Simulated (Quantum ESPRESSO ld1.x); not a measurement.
Values are calculated unless marked as measured or tabulated.
The caesium ion Cs5+, 50 electrons, occupied as [Kr] 4d10 5s2 5p2. Level of theory: scalar-relativistic Kohn-Sham, BLYP, spin-unpolarised, spherical densities, point nucleus (ld1.x of Quantum ESPRESSO 7.5).

Radial electron density D(r) = 4 pi r^2 rho(r):

```
   r/bohr * D(r) (the largest magnitude, 93.3, reaches the edge; | marks zero)
 0.002097 |    *
 0.002774 |      *
 0.003642 |          *
 0.004818 |               *
 0.006375 |                     *
 0.008368 |                            *
  0.01107 |                                   *
  0.01465 |                                        *
  0.01923 |                                         *
  0.02544 |                                       *
  0.03366 |                                    *
  0.04419 |                                      *
  0.05846 |                                               *
  0.07736 |                                                      *
   0.1015 |                                                  *
   0.1343 |                                        *
   0.1778 |                                         *
   0.2333 |                                              *
   0.3087 |                                   *
   0.4085 |                 *
   0.5362 |                *
   0.7094 |                 *
   0.9386 |          *
    1.232 |    *
     1.63 |  *
    2.157 |*
    2.831 *
    3.746 *
    4.956 *
```

D(r) has 4 maxima, at r = 0.0182, 0.0805, 0.230, 0.650 bohr, and minima at 0.0353, 0.151, 0.479 bohr, inside which lie 1.97, 11.17, 29.02 electrons.
